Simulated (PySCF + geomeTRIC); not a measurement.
Level of theory: PySCF + geomeTRIC with TPSS-D3(BJ)/def2-SVP. fastk is a local helper that only speeds up exchange builds. No frequencies were computed at this level.

```python
import json, numpy as np
from pyscf import gto, dft
from fastk import lowrank_exchange
atoms = """
Ti     0.060664    -0.018974     0.027718
Cl    -1.783458     0.557804    -0.814861
F      0.797244     1.426881     0.510049
F     -0.342960    -1.033592     1.321289
F      0.886638    -0.812682    -1.218671
"""
def scf(charge, spin, dm0=None):
    mol = gto.M(atom=atoms, basis='def2-svp', ecp={}, charge=charge, spin=spin, verbose=3, max_memory=5040)
    mf = dft.KS(mol, xc='tpss').density_fit(auxbasis="def2-universal-jkfit")
    mf.disp = 'd3bj'
    mf.grids.level = 3
    mf.conv_tol = 1e-8
    mf.max_cycle = 120
    mf.level_shift = 0.25
    mf.kernel(dm0)
    if not mf.converged:
        mf = mf.newton().run(mf.mo_coeff, mf.mo_occ).undo_soscf()
    return mf
mf = scf(0, 0)
from pyscf.geomopt.geometric_solver import kernel as optimize
path = []
done, mol = optimize(mf, maxsteps=120, assert_convergence=False, callback=lambda env: path.append((env["energy"], bool(env["g_scanner"].converged))))
res = dict(converged=bool(done and path[-1][1]), energy=path[-1][0], path=[e for e, c in path], xyz=mol.atom_coords(unit="Angstrom").tolist(), nao=mol.nao)
json.dump(res, open("result.json", "w"))
```

Output:

```
converged SCF energy = -1609.08541881908
Geometry optimization cycle 1
converged SCF energy = -1609.08541881962
cycle 1: E = -1609.08541882  dE = -1609.09  norm(grad) = 0.0773066
Geometry optimization cycle 2
converged SCF energy = -1609.09449419412
cycle 2: E = -1609.09449419  dE = -0.00907537  norm(grad) = 0.0112
Geometry optimization cycle 3
converged SCF energy = -1609.0950010771
cycle 3: E = -1609.09500108  dE = -0.000506883  norm(grad) = 0.00479116
Geometry optimization cycle 4
converged SCF energy = -1609.09520900665
cycle 4: E = -1609.09520901  dE = -0.00020793  norm(grad) = 0.00174561
Geometry optimization cycle 5
converged SCF energy = -1609.09522613338
cycle 5: E = -1609.09522613  dE = -1.71267e-05  norm(grad) = 0.00107281
Geometry optimization cycle 6
converged SCF energy = -1609.09523429855
cycle 6: E = -1609.0952343  dE = -8.16516e-06  norm(grad) = 0.0036612
Geometry optimization cycle 7
converged SCF energy = -1609.09527686846
cycle 7: E = -1609.09527687  dE = -4.25699e-05  norm(grad) = 0.00233011
Geometry optimization cycle 8
converged SCF energy = -1609.09529658669
cycle 8: E = -1609.09529659  dE = -1.97182e-05  norm(grad) = 0.000478183
Geometry optimization cycle 9
converged SCF energy = -1609.09529736341
cycle 9: E = -1609.09529736  dE = -7.76718e-07  norm(grad) = 0.000347373
<class 'geometric.internal.Distance'> : 4
<class 'geometric.internal.Angle'> : 6
<class 'geometric.internal.TranslationX'> : 1
<class 'geometric.internal.TranslationY'> : 1
<class 'geometric.internal.TranslationZ'> : 1
<class 'geometric.internal.RotationA'> : 1
<class 'geometric.internal.RotationB'> : 1
<class 'geometric.internal.RotationC'> : 1
Step    0 : Gradient = 3.457e-02/3.944e-02 (rms/max) Energy = -1609.0854188196
Step    1 : Displace = 7.059e-02/1.125e-01 (rms/max) Trust = 1.000e-01 (=) Grad = 5.009e-03/6.243e-03 (rms/max) E (change) = -1609.0944941941 (-9.075e-03) Quality = 0.922
Step    2 : Displace = 1.982e-02/2.327e-02 (rms/max) Trust = 1.414e-01 (+) Grad = 2.143e-03/2.827e-03 (rms/max) E (change) = -1609.0950010771 (-5.069e-04) Quality = 1.506
Step    3 : Displace = 2.258e-02/2.576e-02 (rms/max) Trust = 2.000e-01 (+) Grad = 7.807e-04/1.252e-03 (rms/max) E (change) = -1609.0952090066 (-2.079e-04) Quality = 1.045
Step    4 : Displace = 2.858e-03/3.578e-03 (rms/max) Trust = 2.828e-01 (+) Grad = 4.798e-04/6.258e-04 (rms/max) E (change) = -1609.0952261334 (-1.713e-05) Quality = 1.160
Step    5 : Displace = 1.048e-02/1.437e-02 (rms/max) Trust = 3.000e-01 (+) Grad = 1.637e-03/3.066e-03 (rms/max) E (change) = -1609.0952342985 (-8.165e-06) Quality = 0.096
Step    6 : Displace = 5.222e-03/6.468e-03 (rms/max) Trust = 5.238e-03 (-) Grad = 1.031e-03/1.998e-03 (rms/max) E (change) = -1609.0952768685 (-4.257e-05) Quality = 1.331
Step    7 : Displace = 6.005e-03/7.364e-03 (rms/max) Trust = 7.407e-03 (+) Grad = 1.597e-04/2.393e-04 (rms/max) E (change) = -1609.0952965867 (-1.972e-05) Quality = 1.299
Step    8 : Displace = 5.145e-04/7.317e-04 (rms/max) Trust = 1.048e-02 (+) Grad = 5.983e-05/8.720e-05 (rms/max) E (change) = -1609.0952973634 (-7.767e-07) Quality = 1.651
Converged! =D
```

Cost: about 4 core-minutes (a rough figure).
